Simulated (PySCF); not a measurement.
# Computed vibrations of [Gd(NH3)3]3+

[Gd(NH3)3]3+ (singlet in the valence; each metal's 4f electrons, 7 of them, lie in its core potential, out of spins and levels). PySCF 2.14.0, RKS B3LYP, Gd lcecp-1-SVP with ECP53, N def2-SVP, H def2-SVP; non-relativistic Hamiltonian with scalar-relativistic core potentials where named; density fitting; no spin-orbit coupling. Central differences of gradients.

```xyz
13

Gd    0.0000    0.0000    0.0000
N     2.4519    0.0010    0.0000
H     2.9016   -0.4689    0.8106
H     2.9016   -0.4689   -0.8106
H     2.9020    0.9371    0.0000
N    -1.2268    2.1229    0.0000
H    -1.0447    2.7473    0.8106
H    -1.0447    2.7473   -0.8106
H    -2.2625    2.0446    0.0000
N    -1.2251   -2.1239    0.0000
H    -1.8569   -2.2784    0.8106
H    -1.8569   -2.2784   -0.8106
H    -0.6394   -2.9817    0.0000
```

Run from Python with OMP_NUM_THREADS=2. Where DIIS fails, smearing, a level shift and second-order steps follow.
It took 99 s on 2 threads of Arm Neoverse V1, with other jobs on the host.

**Question.** What are the harmonic wavenumbers and infrared intensities?

**Answer.** Modes are labelled in C3h; negative numbers are unstable modes, those under 60 cm⁻¹ near the noise; a finer grid moves soft modes by up to 10 cm⁻¹.
| cm⁻¹ | km/mol | symmetry |
| --- | --- | --- |
| -49 | – | a'' |
| -48 | – | e'' |
| -48 | – | e'' |
| -43 | – | a'' |
| 80 | 8.1 | e' |
| 80 | 8.1 | e' |
| 346 | 0.0 | a' |
| 356 | 9.0 | e' |
| 356 | 9.0 | e' |
| 637 | 0.0 | a' |
| 649 | 0.0 | e'' |
| 649 | 0.0 | e'' |
| 663 | 207.2 | a'' |
| 677 | 84.8 | e' |
| 677 | 84.8 | e' |
| 1411 | 192.0 | e' |
| 1411 | 192.0 | e' |
| 1414 | 0.0 | a' |
| 1606 | 144.8 | a'' |
| 1606 | 74.5 | e' |
| 1606 | 74.5 | e' |
| 1608 | 0.0 | a' |
| 1608 | 0.0 | e'' |
| 1608 | 0.0 | e'' |
| 3308 | 342.4 | e' |
| 3308 | 342.4 | e' |
| 3316 | 0.0 | a' |
| 3366 | 0.0 | e'' |
| 3366 | 0.0 | e'' |
| 3367 | 464.7 | a'' |
| 3372 | 0.0 | a' |
| 3373 | 226.3 | e' |
| 3373 | 226.3 | e' |

**Question.** Is this a minimum?

**Answer.** Probably not: 4 unstable, though so soft as to be near the noise; the lowest moves the atoms so:
```
Gd   0.00  0.00 -0.01
N    0.00  0.00  0.04
H   -0.01 -0.28 -0.11
H    0.01  0.28 -0.11
H    0.00  0.00  0.38
N    0.00  0.00  0.04
H    0.25  0.13 -0.11
H   -0.25 -0.13 -0.11
H    0.00  0.00  0.38
N    0.00  0.00  0.04
H   -0.24  0.15 -0.11
H    0.24 -0.15 -0.11
H    0.00  0.00  0.38
```

An lcecp potential fixes the number of 4f electrons, so in runs with it no electron can move into or out of that shell.
